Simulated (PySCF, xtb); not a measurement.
H₂MoO₄, SMILES [OH][Mo](=[O])(=[O])[OH], multiplicity 1.

GFN2-xTB run with xtb at its own geometry gives an orbital gap of 4.85 eV and a dipole moment of 6.97 D.

The structure is a stationary point at PBE-D3(BJ)/def2-SVP. The geometry has at least one imaginary mode, so it is a saddle point at that level. The multiplicity is an assumed one; no other spin state was optimised. The isomer is the one that the SMILES or the coordinates give; other isomers of the formula were not compared. The def2 effective core potentials stand for the cores of Mo; spin–orbit coupling is left out. Other conformers were not sampled.

### Question
What does PySCF with M06-2X/def2-TZVP give? (An estimate is asked for; the answer gives what the named calculation found.)

### Answer
gap 8.92 eV (levels -10.73 and -1.81 eV), dipole 1.30 D.
